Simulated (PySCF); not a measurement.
CH3Cl2Si, SMILES C[Si](Cl)Cl (connectivity only; charge and spin as stated), charge +1, multiplicity 1.

Geometry: B3LYP-D3(BJ)/def2-SVP. The multiplicity is an assumed one; other spin states were not compared. The isomer is the one that the SMILES or the coordinates give; other isomers of the formula were not compared.

Level of theory: B3LYP-D3(BJ)/def2-SVP in PySCF.

Frequencies are harmonic and unscaled.

A small imaginary wavenumber (i) marks a very flat motion, where grid noise or a shallow saddle decides the sign.

Computed harmonic wavenumbers and intensities:
```
mode  ν (cm⁻¹)  IR (km/mol)  Raman (Å⁴/amu)  depolarisation  moving atoms (share of kinetic energy)
----  --------  -----------  --------------  --------------  --------------------------------------
1          18i          0.2             0.1            0.75                                  H 97 %
2          192          6.4             4.1            0.75        Cl 49 %, C 23 %, H 15 %, Si 13 %
3          196          6.7             3.9            0.74        Cl 51 %, C 22 %, H 14 %, Si 13 %
4          219          9.8             0.0               –                Si 65 %, H 17 %, Cl 12 %
5          494         19.7            24.6            0.09                         Cl 61 %, C 27 %
6          688         93.6             4.9            0.75                Si 47 %, Cl 33 %, H 16 %
7          760         28.0             0.4            0.72                          H 75 %, C 18 %
8          798         81.6             2.9            0.41                 Si 49 %, C 32 %, H 13 %
9          847        125.3             0.5            0.56                 H 60 %, Si 19 %, C 18 %
10        1262         18.4             1.5            0.30                          H 82 %, C 18 %
11        1385          9.9             9.6            0.71                                  H 96 %
12        1390         16.3             7.0            0.74                                  H 96 %
13        3019         43.1           146.9            0.02                                  H 97 %
14        3111         28.8            81.7            0.74                           H 91 %, C 9 %
15        3158         25.2            75.2            0.72                          H 90 %, C 10 %
```
